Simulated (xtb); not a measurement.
H₂N (SMILES [NH2-]), charge -1, singlet, geometry from GFN2-xTB. Base run: GFN2-xTB (xtb).

Geometry (Å):
```xyz
3

N     -0.0019     0.1053     0.1052
H      0.8170    -0.3363    -0.3862
H     -0.8040    -0.4005    -0.3506
```
Charge -1, spin multiplicity 1.
All else is at xtb's defaults.
Base energy -4.00318 Eh.

The base run was repeated with changes; each row names its change, and settings that it needs were set with it.

```
change           ΔE vs base (mEh)  HOMO-LUMO gap (eV)  G_solv (kcal/mol)  SCF cycles
---------------  ----------------  ------------------  -----------------  ----------
base                        0.000                9.88                  -           8
etemp = 10000              -0.450                9.89                  -           8
alpb = methanol            -123.4                9.93             -77.57           7
acc = 1000                  0.001                9.89                  -           4
alpb = acetone             -108.6                9.83             -68.23           8
acc = 0.1                   0.000                9.88                  -           9
alpb = dmf                 -109.8                9.82             -69.07           8
acc = 30                    0.000                9.88                  -           6
```

ALPB and GBSA are two models with their own fitted parameters for each solvent, which aren't always the measured dielectric constant.
